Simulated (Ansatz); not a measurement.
Diatomic SiCl+, closed-shell singlet (lowest of 2S+1 = 1, 3, 5 at CCSD(T)/def2-TZVPP on PBE0 minima; our sources give no spin for the ground state, which may be another).

The constants come from a fifth-degree fit in 1/R (seven points, main isotopes). Runs in def2 and cc sets follow the lowest solution found near the PBE0 minimum. The singlet is held restricted. HF and MP2 rows in def2 and cc sets belong to the determinant that coupled cluster picked by its CCSD energy.

Correlated levels freeze the cores.

Programs: Ansatz (Gaussian basis) for Hartree–Fock, density functionals and correlated methods. Values without a source in brackets are computed.

Energies at SCS-MP2/def2-TZVPP:

```json
[
 {"R (Å)": "1.818038", "E (hartree)": "-748.42873382"},
 {"R (Å)": "1.866910", "E (hartree)": "-748.43575287"},
 {"R (Å)": "1.911872", "E (hartree)": "-748.43910555"},
 {"R (Å)": "1.962699", "E (hartree)": "-748.44000253"},
 {"R (Å)": "2.013526", "E (hartree)": "-748.43843763"},
 {"R (Å)": "2.072172", "E (hartree)": "-748.43424425"},
 {"R (Å)": "2.140593", "E (hartree)": "-748.42691999"}
]
```

### Question
With a reduced mass of 15.5423 u, find the minimum, the force constant and the constants.

### Answer
A fifth-degree polynomial in 1/R puts the minimum at r_e = 1.9540 Å with force constant 431 N/m. Then ω_e = (1/2πc)√(k/μ) = 686 cm⁻¹ and B_e = h/(8π²cμr_e²) = 0.2841 cm⁻¹; the cubic and quartic terms give α_e = 0.0014 and ω_e x_e = 2.2 cm⁻¹.

Ansatz is an electronic-structure program.
